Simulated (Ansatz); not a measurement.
# Molecular dynamics of BBrH$_{5}$N

Input:

```yaml
crystal:
  periodic: [false, false, false]
  atoms:
    - { symbol: B, position_ang: [-0.691872, -0.56324, 0.206875] }
    - { symbol: Br, position_ang: [-0.123028, 1.038997, -2.164066] }
    - { symbol: H, position_ang: [-1.695302, -0.030786, 0.543518] }
    - { symbol: H, position_ang: [-0.634452, -1.638004, -0.288445] }
    - { symbol: H, position_ang: [0.548639, 0.684856, -0.623816] }
    - { symbol: "N", position_ang: [0.5838, 0.111779, 0.528268] }
    - { symbol: H, position_ang: [1.429776, -0.444765, 0.565788] }
    - { symbol: H, position_ang: [0.582439, 0.841061, 1.231779] }
basis:
  gaussian: { orbitals: def2-mTZVP }
hamiltonian:
  xc: pbe0
  dispersion: d4
md:
  timestep: 0.5
  n_steps: 200
  ensemble: nve
  temperature: 100.0
  initial_velocities: maxwell_boltzmann
  seed: 8135
```

Launched with:

```bash
$ ansatz run input.yaml --threads 2 --pin off --max-ram 3072MiB --backend cpu --events-out ev --progress --plain --runs-dir out
```

It starts at the highest image of a converged band, a first-order saddle point between two minima.

Output, in part (step lines, the closing report, with atoms numbered from 0):

```
md step     0: t =     0.00 fs  T =   100.0 K  F+E_penalty+E_count = -72284.14741422 eV  E_kin = 0.077556 eV  conserved = -72284.06985822 eV  (25 SCF iters)
md step     1: t =     0.50 fs  T =    97.9 K  F+E_penalty+E_count = -72284.14571934 eV  E_kin = 0.075892 eV  conserved = -72284.06982772 eV  (24 SCF iters)
md step     2: t =     1.00 fs  T =    91.8 K  F+E_penalty+E_count = -72284.14093526 eV  E_kin = 0.071195 eV  conserved = -72284.06973999 eV  (24 SCF iters)
md step     3: t =     1.50 fs  T =    83.6 K  F+E_penalty+E_count = -72284.13443842 eV  E_kin = 0.064812 eV  conserved = -72284.06962602 eV  (24 SCF iters)
md step     4: t =     2.00 fs  T =    75.4 K  F+E_penalty+E_count = -72284.12800482 eV  E_kin = 0.058476 eV  conserved = -72284.06952931 eV  (22 SCF iters)
md step     5: t =     2.50 fs  T =    69.2 K  F+E_penalty+E_count = -72284.12314105 eV  E_kin = 0.053656 eV  conserved = -72284.06948497 eV  (22 SCF iters)
md step     6: t =     3.00 fs  T =    65.8 K  F+E_penalty+E_count = -72284.12054130 eV  E_kin = 0.051038 eV  conserved = -72284.06950331 eV  (23 SCF iters)
md step     7: t =     3.50 fs  T =    64.9 K  F+E_penalty+E_count = -72284.11992928 eV  E_kin = 0.050364 eV  conserved = -72284.06956567 eV  (24 SCF iters)
[... lines left out ...]
Total energy: -72284.48662455 eV, -2656.4058872673 hartree
Atom 0 at    -0.516784    -0.816308     0.933826 Å, force    -0.441529    -0.032210    -0.174292 eV/Å
Atom 1 at    -0.157140     1.177950    -2.477402 Å, force    -0.366409     0.470638    -1.417228 eV/Å
Atom 2 at    -1.574326    -0.241175     1.048764 Å, force     0.401055     0.022679     0.136084 eV/Å
Atom 3 at    -0.457605    -1.761089     0.201965 Å, force     0.106807    -0.030075     0.051828 eV/Å
Atom 4 at     0.181766     0.764120    -1.206843 Å, force     0.381726    -0.475019     1.445174 eV/Å
Atom 5 at     0.633845    -0.400396     1.584300 Å, force     0.565748     0.019238     0.237551 eV/Å
Atom 6 at     1.516455    -0.910810     1.515833 Å, force    -0.488278     0.280242    -0.020328 eV/Å
Atom 7 at     0.695793     0.377553     2.236806 Å, force    -0.159120    -0.255492    -0.258790 eV/Å
Dipole moment:     0.399371     0.018846     0.464813 e Å
```

The steps, from the saved trajectory:

```tsv
time (fs)	T (K)	potential energy less start (eV)	conserved less start (meV/atom)
0.0	100	0.000	0.00
3.0	66	0.027	0.04
6.0	61	0.030	0.03
9.0	87	0.010	0.03
12.0	170	-0.054	0.03
15.0	217	-0.090	0.00
18.0	193	-0.071	0.03
21.0	248	-0.115	0.00
24.0	254	-0.119	0.03
27.0	312	-0.164	0.02
30.0	366	-0.207	-0.03
33.0	302	-0.156	0.07
36.0	416	-0.245	-0.03
39.0	406	-0.237	0.04
42.0	462	-0.281	-0.02
45.0	415	-0.244	0.03
48.0	478	-0.293	0.00
51.0	527	-0.331	-0.01
54.0	482	-0.296	0.04
57.0	497	-0.308	-0.02
60.0	449	-0.270	0.06
63.0	562	-0.358	-0.04
66.0	512	-0.319	0.05
69.0	555	-0.353	-0.03
72.0	475	-0.290	0.07
75.0	559	-0.356	-0.04
78.0	531	-0.334	0.02
81.0	507	-0.316	0.03
84.0	524	-0.329	-0.01
87.0	536	-0.338	0.01
90.0	559	-0.356	-0.01
93.0	465	-0.283	0.05
96.0	537	-0.339	-0.03
99.0	514	-0.320	0.06
```

All steps were run. The conserved energy stayed within 0.077 meV per atom of its start (net change 0.029 meV per atom), so the integration is sound. The system heated up, since it started high on the potential surface and ran downhill. A run of 0.1 ps of so small a system gives no equilibrium averages. The orbitals stay closed-shell, which can raise the energy where a bond breaks towards radicals; this wasn't checked here.

The step under study would form B1–N6, Br2–H5 and break B1–Br2, H5–N6. These pairs go: B1–N6 1.48 → 1.39 Å, Br2–H5 1.72 → 1.38 Å, B1–Br2 2.92 → 3.97 Å, H5–N6 1.29 → 3.06 Å. In the last frame they stand as after the step (other bonds may differ from the relaxed reactants and products). It ends as BH4N + BrH. Pairs count as bonded within 1.25 times the sum of covalent radii (0.12 Å more for H–H).

Last frame:

```xyz
8
Properties=species:S:1:pos:R:3
B -0.517 -0.816 0.934
Br -0.157 1.178 -2.477
H -1.574 -0.241 1.049
H -0.458 -1.761 0.202
H 0.182 0.764 -1.207
N 0.634 -0.400 1.584
H 1.516 -0.911 1.516
H 0.696 0.378 2.237
```

The run took 4.2 min on 2 threads of AMD EPYC 7R13 Processor (Zen 3), with other jobs on the host, peak memory 0.19 GiB.
